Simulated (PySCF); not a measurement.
## Spin-rotation constants: `CO[C@@H]1C=NN([SiH3])C1`, C4H10N2OSi

Geometry:
```tsv
atom	x (Å)	y (Å)	z (Å)
C1	-2.790	0.308	0.389
O2	-1.779	-0.662	0.292
C3	-0.878	-0.449	-0.772
C4	-0.004	-1.671	-0.964
N5	1.236	-1.433	-0.829
N6	1.461	-0.134	-0.575
Si7	3.026	0.430	-0.096
C8	0.207	0.611	-0.484
H9	-3.425	0.005	1.219
H10	-2.381	1.306	0.588
H11	-3.386	0.350	-0.532
H12	-1.447	-0.218	-1.689
H13	-0.379	-2.652	-1.174
H14	3.942	-0.593	-0.570
H15	3.190	1.735	-0.748
H16	3.100	0.624	1.358
H17	0.087	1.022	0.521
H18	0.212	1.428	-1.209
```

The calculation used PySCF 2.14.0, GIAO B97-2/pcSseg-1 magnetisability, rotational g tensor and spin-rotation constants, non-relativistic, gas phase. Geometry: GFN2-xTB.

Question: Give the nuclear spin-rotation constants along the inertial axes (H = +C I·J) beside the isotropic shieldings.

Answer: Rotational constants 4.1644, 0.9471, 0.8231 GHz. A star marks the isotopologue with that one atom substituted, in its own axes.
| atom | isotope | Caa (kHz) | Cbb (kHz) | Ccc (kHz) | mean (kHz) | σ (ppm) |
| --- | --- | --- | --- | --- | --- | --- |
| N5 | 14N | 0.925 | 0.273 | 0.067 | 0.421 | -122.0 |
| N6 | 14N | 0.490 | 0.043 | 0.074 | 0.202 | 134.7 |
| H9 | 1H | -0.153 | -0.102 | -0.008 | -0.088 | 28.0 |
| H10 | 1H | -0.285 | 0.009 | -0.084 | -0.120 | 28.4 |
| H11 | 1H | -0.269 | -0.096 | 0.002 | -0.121 | 28.6 |
| H12 | 1H | -0.257 | -0.098 | 0.024 | -0.110 | 27.0 |
| H13 | 1H | -0.299 | 0.068 | -0.091 | -0.107 | 25.4 |
| H14 | 1H | -0.141 | 0.001 | -0.078 | -0.072 | 26.8 |
| H15 | 1H | -0.333 | -0.035 | -0.012 | -0.127 | 27.1 |
| H16 | 1H | -0.365 | -0.049 | 0.007 | -0.136 | 27.2 |
| H17 | 1H | -0.411 | -0.017 | -0.041 | -0.156 | 28.5 |
| H18 | 1H | -0.438 | -0.065 | 0.010 | -0.164 | 28.4 |
| C1 | 13C* | 0.793 | 0.182 | 0.183 | 0.386 | 127.5 |
| O2 | 17O* | -0.469 | -0.102 | -0.053 | -0.208 | 281.3 |
| C3 | 13C* | 0.984 | 0.235 | 0.221 | 0.480 | 96.3 |
| C4 | 13C* | 1.130 | 0.442 | 0.189 | 0.587 | 49.8 |
| Si7 | 29Si* | -2.094 | -0.554 | -0.483 | -1.044 | 409.1 |
| C8 | 13C* | 0.719 | 0.199 | 0.173 | 0.364 | 132.0 |

For the geometry as given, no vibrational averaging.

Question: How do the rotational constants and the g tensor change when H9, H10, H11, H12, H13, H14, H15, H16, H17, H18 are replaced by deuterium?

Answer: Constants 3.3729, 0.8273, 0.7198 GHz; g -0.0472, -0.0115, -0.0066, against -0.0580, -0.0131, -0.0075 before.
